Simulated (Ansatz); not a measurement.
Isolated molecules relaxed with PBE0-D4/def2-TZVP in Ansatz; ΔE leaves out vibrations. CBS: MP2 limit from def2 TZ/QZ plus the TZ coupled-cluster correction, frozen cores. Functionals use def2-TZVPP. Each species was taken in one conformer, which may not be the lowest.

Consider the redistribution: `F[Si](F)(F)[SiH](Cl)Cl` + `O[SiH](O)O[SiH2]F` → `O[SiH](O)O[Si](F)(F)F` + `F[SiH2][SiH](Cl)Cl`.

`F[Si](F)(F)[SiH](Cl)Cl`:

Z-matrix (Å, degrees):
```
Si
F 1 1.576
F 1 1.578 2 107.9
F 1 1.578 2 107.9 3 115.9
Si 1 2.334 2 111.1 3 -122.1
Cl 5 2.040 1 107.8 2 -59.5
Cl 5 2.040 1 107.8 2 59.9
H 5 1.477 1 113.3 2 -179.8
```

`O[SiH](O)O[SiH2]F`:

```xyz
11

O     1.447   -0.168    1.951
Si    1.109   -0.022    0.365
O     1.082    1.532   -0.152
O    -0.382   -0.579    0.037
Si   -1.702   -0.502   -0.899
F    -2.335   -1.961   -0.966
H     0.823    0.181    2.590
H     2.140   -0.818   -0.321
H     1.877    2.056   -0.040
H    -2.710    0.386   -0.284
H    -1.349   -0.106   -2.280
```

`O[SiH](O)O[Si](F)(F)F`:

Z-matrix (Å, degrees):
```
Si
O 1 1.632
O 1 1.636 2 103.7
O 1 1.626 2 113.7 3 120.5
H 1 1.469 2 113.4 3 -118.9
H 2 0.958 1 119.0 3 -179.3
Si 3 1.591 1 147.1 2 -0.9
H 4 0.959 1 119.3 2 -59.1
F 7 1.571 3 111.4 1 64.0
F 7 1.569 3 109.4 1 -176.9
F 7 1.569 3 112.0 1 -57.2
```

`F[SiH2][SiH](Cl)Cl`:

Cartesian coordinates in Å:
```
F 1.470 1.550 -0.963
Si 0.049 1.173 -0.326
Si 0.061 -1.055 0.398
Cl 0.378 -2.306 -1.193
Cl -1.808 -1.387 1.181
H -1.000 1.344 -1.361
H -0.203 2.080 0.823
H 1.053 -1.400 1.441
```

CCSD(T)/CBS gives -3.5 kcal/mol.

Problem. Another level gave -4.8 kcal/mol. Which?
A. HF/def2-TZVPP
B. B2PLYP/def2-TZVPP
C. BLYP/def2-TZVPP
D. r2SCANh-D4/def2-TZVPP

Solution. A. HF/def2-TZVPP -4.8, B2PLYP -2.8, BLYP -1.7, r2SCANh-D4 -3.9 kcal/mol.

Largest T1 diagnostic among the species: 0.012.

At CCSD(T), def2-SVP lies −0.9 kcal/mol from the extrapolated value and def2-TZVPP −0.1 kcal/mol. From BLYP to BHLYP (50 % exact exchange), in def2-TZVPP and without D4, ΔE moves by −2.0 kcal/mol.
